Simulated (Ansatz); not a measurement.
A first, cheap relaxation of `C[O][Mo](=[O])([OH])([F])[Cl]`.

```yaml
crystal:
  periodic: [false, false, false]
  atoms:
    - {symbol: C, position_ang: [0.134000, -1.890500, -0.043700]}
    - {symbol: O, position_ang: [-1.035900, -1.015500, 0.011900]}
    - {symbol: Mo, position_ang: [-0.136700, 0.988900, 0.927400]}
    - {symbol: O, position_ang: [-1.701300, 1.450000, 0.452800]}
    - {symbol: O, position_ang: [0.117800, 1.559700, -1.046800]}
    - {symbol: F, position_ang: [-1.195500, 2.590500, 1.326300]}
    - {symbol: Cl, position_ang: [2.481400, 1.231400, 0.497500]}
    - {symbol: H, position_ang: [0.940400, -1.398800, 0.551600]}
    - {symbol: H, position_ang: [0.457700, -1.891800, -1.066100]}
    - {symbol: H, position_ang: [-0.232100, -2.845900, 0.303900]}
    - {symbol: H, position_ang: [0.235600, 1.165100, -1.894200]}
basis:
  gaussian: {orbitals: def2-SVP}
hamiltonian: {xc: pbe, dispersion: d4}
relax: {f_tol: 0.03, max_steps: 200}
```

```sh
$ ansatz run in.yaml --threads 4 --pin off --events-out ev --progress --plain --max-ram 11315MiB
```

Output, abridged:

```
Functional definition: PBE
  name "PBE"
  cite "Perdew, Burke & Ernzerhof, Phys. Rev. Lett. 77, 3865 (1996) doi:10.1103/PhysRevLett.77.3865"
  parent pbe
  parameter kappa = 0.804
  parameter beta = 0.06672455060314922
  exchange = pbe_x(kappa = kappa, mu = beta*pi^2/3)
  correlation = pbe_c(beta = beta)
mean field -24306.94509948 eV, -893.2637565667 hartree, gradient 8.7e-6 eV, S^2 0.000000; 4 other end points of the search recorded, 0 dependent functions left out
the calculation of the forces begins
relax step   1: F+E_penalty+E_count = -24307.24254620 eV  Δ(F+E_penalty+E_count) = +0.000e0 eV  max|allowed force component| = 8.815e0 eV/Å  Δτ_max = 0.0000 Å  (318 SCF iters, accepted)
these checks for a lower state are left out or cut short: starts, cluster_reference, orbital_swaps, neighbouring_geometries, increment
mean field -24310.37474934 eV, -893.3897938746 hartree, gradient 2.7e-5 eV, S^2 0.000000; 1 other end points of the search recorded, 0 dependent functions left out
the calculation of the forces begins
relax step   2: F+E_penalty+E_count = -24310.66273810 eV  Δ(F+E_penalty+E_count) = -3.420e0 eV  max|allowed force component| = 6.361e0 eV/Å  Δτ_max = 0.1948 Å  (92 SCF iters, accepted)
these checks for a lower state are left out or cut short: starts, cluster_reference, orbital_swaps, neighbouring_geometries, increment
mean field -24312.83692256 eV, -893.4802770711 hartree, gradient 7.0e-6 eV, S^2 0.000000; 0 other end points of the search recorded, 0 dependent functions left out
the calculation of the forces begins
relax step   3: F+E_penalty+E_count = -24313.13074622 eV  Δ(F+E_penalty+E_count) = -2.468e0 eV  max|allowed force component| = 2.718e0 eV/Å  Δτ_max = 0.1949 Å  (53 SCF iters, accepted)
these checks for a lower state are left out or cut short: starts, cluster_reference, orbital_swaps, neighbouring_geometries, increment
mean field -24314.57540999 eV, -893.5441653058 hartree, gradient 1.3e-5 eV, S^2 0.000000; 0 other end points of the search recorded, 0 dependent functions left out
the calculation of the forces begins
relax step   4: F+E_penalty+E_count = -24314.87002138 eV  Δ(F+E_penalty+E_count) = -1.739e0 eV  max|allowed force component| = 2.639e0 eV/Å  Δτ_max = 0.1948 Å  (53 SCF iters, accepted)
these checks for a lower state are left out or cut short: starts, cluster_reference, orbital_swaps, neighbouring_geometries, increment
mean field -24316.02989088 eV, -893.5976164928 hartree, gradient 1.9e-5 eV, S^2 0.000000; 0 other end points of the search recorded, 0 dependent functions left out
the calculation of the forces begins
relax step   5: F+E_penalty+E_count = -24316.32668382 eV  Δ(F+E_penalty+E_count) = -1.457e0 eV  max|allowed force component| = 2.030e0 eV/Å  Δτ_max = 0.1954 Å  (43 SCF iters, accepted)
these checks for a lower state are left out or cut short: starts, cluster_reference, orbital_swaps, neighbouring_geometries, increment
mean field -24317.02911161 eV, -893.6343371772 hartree, gradient 1.1e-5 eV, S^2 0.000000; 0 other end points of the search recorded, 0 dependent functions left out
the calculation of the forces begins
relax step   6: F+E_penalty+E_count = -24317.33031034 eV  Δ(F+E_penalty+E_count) = -1.004e0 eV  max|allowed force component| = 8.538e-1 eV/Å  Δτ_max = 0.1949 Å  (43 SCF iters, accepted)
these checks for a lower state are left out or cut short: starts, cluster_reference, orbital_swaps, neighbouring_geometries, increment
mean field -24317.44369350 eV, -893.6495727808 hartree, gradient 1.2e-5 eV, S^2 0.000000; 0 other end points of the search recorded, 0 dependent functions left out
the calculation of the forces begins
relax step   7: F+E_penalty+E_count = -24317.75015405 eV  Δ(F+E_penalty+E_count) = -4.198e-1 eV  max|allowed force component| = 5.172e-1 eV/Å  Δτ_max = 0.1948 Å  (44 SCF iters, accepted)
[...]
the calculation of the forces begins
relax step  30: F+E_penalty+E_count = -24318.66994945 eV  Δ(F+E_penalty+E_count) = -3.621e-4 eV  max|allowed force component| = 6.778e-2 eV/Å  Δτ_max = 0.0214 Å  (37 SCF iters, accepted)
these checks for a lower state are left out or cut short: starts, cluster_reference, orbital_swaps, neighbouring_geometries, increment
mean field -24318.36718754 eV, -893.6835105609 hartree, gradient 1.0e-5 eV, S^2 0.000000; 0 other end points of the search recorded, 0 dependent functions left out
the calculation of the forces begins
relax step  31: F+E_penalty+E_count = -24318.67119661 eV  Δ(F+E_penalty+E_count) = -1.247e-3 eV  max|allowed force component| = 6.374e-2 eV/Å  Δτ_max = 0.0408 Å  (35 SCF iters, accepted)
these checks for a lower state are left out or cut short: starts, cluster_reference, orbital_swaps, neighbouring_geometries, increment
mean field -24318.36815067 eV, -893.6835459551 hartree, gradient 1.1e-5 eV, S^2 0.000000; 0 other end points of the search recorded, 0 dependent functions left out
the calculation of the forces begins
relax step  32: F+E_penalty+E_count = -24318.67228919 eV  Δ(F+E_penalty+E_count) = -1.093e-3 eV  max|allowed force component| = 5.908e-2 eV/Å  Δτ_max = 0.0594 Å  (35 SCF iters, accepted)
these checks for a lower state are left out or cut short: starts, cluster_reference, orbital_swaps, neighbouring_geometries, increment
mean field -24318.36837499 eV, -893.6835541989 hartree, gradient 1.1e-5 eV, S^2 0.000000; 0 other end points of the search recorded, 0 dependent functions left out
the calculation of the forces begins
relax step  33: F+E_penalty+E_count = -24318.67275626 eV  Δ(F+E_penalty+E_count) = -4.671e-4 eV  max|allowed force component| = 4.895e-2 eV/Å  Δτ_max = 0.0266 Å  (36 SCF iters, accepted)
these checks for a lower state are left out or cut short: starts, cluster_reference, orbital_swaps, neighbouring_geometries, increment
mean field -24318.36864543 eV, -893.6835641371 hartree, gradient 1.2e-5 eV, S^2 0.000000; 0 other end points of the search recorded, 0 dependent functions left out
the calculation of the forces begins
relax step  34: F+E_penalty+E_count = -24318.67324730 eV  Δ(F+E_penalty+E_count) = -4.910e-4 eV  max|allowed force component| = 3.646e-2 eV/Å  Δτ_max = 0.0342 Å  (36 SCF iters, accepted)
these checks for a lower state are left out or cut short: starts, cluster_reference, orbital_swaps, neighbouring_geometries, increment
mean field -24318.36879614 eV, -893.6835696758 hartree, gradient 1.3e-5 eV, S^2 0.000000; 0 other end points of the search recorded, 0 dependent functions left out
the calculation of the forces begins
relax step  35: F+E_penalty+E_count = -24318.67347430 eV  Δ(F+E_penalty+E_count) = -2.270e-4 eV  max|allowed force component| = 2.346e-2 eV/Å  Δτ_max = 0.0246 Å  (35 SCF iters, accepted)
these checks for a lower state are left out or cut short: starts, cluster_reference, orbital_swaps, neighbouring_geometries, increment
mean field -24318.36899437 eV, -893.6835769606 hartree, gradient 1.3e-5 eV, S^2 0.000000; 0 other end points of the search recorded, 0 dependent functions left out
the calculation of the forces begins
relax step  36: F+E_penalty+E_count = -24318.67360470 eV  Δ(F+E_penalty+E_count) = -1.304e-4 eV  max|allowed force component| = 3.006e-2 eV/Å  Δτ_max = 0.0349 Å  (35 SCF iters, accepted)
these checks for a lower state are left out or cut short: starts, cluster_reference, orbital_swaps, neighbouring_geometries, increment
mean field -24318.36900025 eV, -893.6835771768 hartree, gradient 1.3e-5 eV, S^2 0.000000; 0 other end points of the search recorded, 0 dependent functions left out
the calculation of the forces begins
relax step  37: F+E_penalty+E_count = -24318.67369012 eV  Δ(F+E_penalty+E_count) = -8.541e-5 eV  max|allowed force component| = 3.093e-2 eV/Å  Δτ_max = 0.0233 Å  (36 SCF iters, accepted)
these checks for a lower state are left out or cut short: starts, cluster_reference, orbital_swaps, neighbouring_geometries, increment
mean field -24318.36900902 eV, -893.6835774989 hartree, gradient 1.3e-5 eV, S^2 0.000000; 0 other end points of the search recorded, 0 dependent functions left out
the calculation of the forces begins
relax step  38: F+E_penalty+E_count = -24318.67377036 eV  Δ(F+E_penalty+E_count) = -8.025e-5 eV  max|allowed force component| = 2.476e-2 eV/Å  Δτ_max = 0.0107 Å  (37 SCF iters, accepted)
mean field -24318.36900902 eV, -893.6835774989 hartree, gradient 1.5e-5 eV, S^2 0.000000; 1 other end points of the search recorded, 0 dependent functions left out
the calculation of the forces begins
Total energy: -24318.67384158 eV, -893.6947798888 hartree
Atom 0 at     0.331272    -1.862064    -0.083821 Å, force    -0.002891     0.020993     0.002683 eV/Å
Atom 1 at    -0.538030    -0.806260     0.224192 Å, force     0.010562    -0.024758    -0.001237 eV/Å
Atom 2 at    -0.427837     1.039854     0.393800 Å, force     0.006064     0.004795    -0.012331 eV/Å
Atom 3 at    -1.960692     1.411903     0.969887 Å, force     0.001028    -0.001729     0.001142 eV/Å
Atom 4 at    -0.323282     1.101742    -1.509273 Å, force     0.002715     0.002221     0.011694 eV/Å
Atom 5 at     0.300003     2.776050     0.270687 Å, force    -0.003849    -0.007805     0.003049 eV/Å
Atom 6 at     1.124002     0.701190     2.103252 Å, force    -0.000394     0.004341    -0.002051 eV/Å
Atom 7 at     1.159021    -1.874534     0.664234 Å, force    -0.007283     0.002020    -0.007231 eV/Å
Atom 8 at     0.767428    -1.717977    -1.097702 Å, force    -0.004656    -0.000374     0.009361 eV/Å
Atom 9 at    -0.222513    -2.821757    -0.046776 Å, force    -0.002039    -0.001241    -0.000719 eV/Å
Atom 10 at    -0.143969     1.994953    -1.867879 Å, force     0.000743     0.001538    -0.004361 eV/Å
Dipole moment:     0.246859    -0.507924    -0.451927 e Å
```

Run time 35 s (4 threads of an AMD EPYC 9R45 on a shared host); peak host memory 0.36 GiB.
